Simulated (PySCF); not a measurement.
B2ClFH2O.
Numbering: `[F:1][BH:2][O:3][BH:4][Cl:5]` (hydrogens: H6 on B2; H7 on B4)

Cartesian coordinates in Å at the PBE0-D3(BJ)/def2-SVP level; atoms count from 1:
```
atom  x, y, z in Å
F1    -2.039   -0.535   -0.681
B2    -1.325   -0.276    0.397
O3    -0.057    0.124    0.239
B4     1.244    0.408    0.253
Cl5    2.419   -0.894    0.354
H6    -1.821   -0.384    1.488
H7     1.628    1.546    0.192
```

Theory: EOM-IP-CCSD/aug-cc-pVDZ in PySCF, restricted Hartree–Fock reference, 9 core orbitals frozen, non-relativistic, gas phase, PBE0-D3(BJ)/def2-SVP geometry.

Hartree–Fock orbital energies give these Koopmans values (eV): HOMO 12.63, HOMO-1 13.03, HOMO-2 13.67, HOMO-3 14.64, HOMO-4 16.63, HOMO-5 17.32, HOMO-6 17.76, HOMO-7 18.98.

Task: What vertical ionisation energies does EOM-IP-CCSD give?

Result: 
| leading hole (HF orbital) | Koopmans (eV) | EOM-IP-CCSD (eV) | change (eV) | one-hole share |
| --- | --- | --- | --- | --- |
| HOMO | 12.63 | 11.91 | -0.72 | 0.96 |
| HOMO-1 | 13.03 | 12.21 | -0.82 | 0.95 |
| HOMO-2 | 13.67 | 12.53 | -1.14 | 0.95 |
| HOMO-3 | 14.64 | 13.66 | -0.98 | 0.95 |
| HOMO-4 | 16.63 | 14.75 | -1.88 | 0.94 |
| HOMO-5 | 17.32 | 15.68 | -1.64 | 0.94 |
| HOMO-6 | 17.76 | 16.46 | -1.30 | 0.94 |
| HOMO-7 | 18.98 | 16.97 | -2.01 | 0.94 |

Task: Does the order of the lines follow the orbital energies?

Result: Yes, no two lines change places. The corrections run from -2.01 to -0.72 eV, with a mean of -1.31 eV over the 8 lines; no line lies above its Koopmans value. Koopmans values leave out both the relaxation of the orbitals and the change in correlation energy.

Task: At what kinetic energies would He I light (21.22 eV) eject these electrons?

Result: 9.31 eV (HOMO), 9.01 eV (HOMO-1), 8.69 eV (HOMO-2), 7.56 eV (HOMO-3), 6.47 eV (HOMO-4), 5.54 eV (HOMO-5), 4.76 eV (HOMO-6), 4.25 eV (HOMO-7).

Task: What total energy has the lowest final state, and which wavelength reaches it?

Result: E(CCSD) + ionisation energy = -685.28843 + 0.43765 = -684.85078 Eh, at the geometry of the initial state. The threshold wavelength is 1239.84 eV nm/11.91 eV = 104.1 nm.

One root was sought for each valence orbital with −ε under 21 eV, eight at most, so deeper holes and satellites are missing; no vibrational structure.

Time: 2.6 min; peak memory 2.4 GiB. Hardware: an Arm Neoverse V2 with one thread, no GPU (shared host).
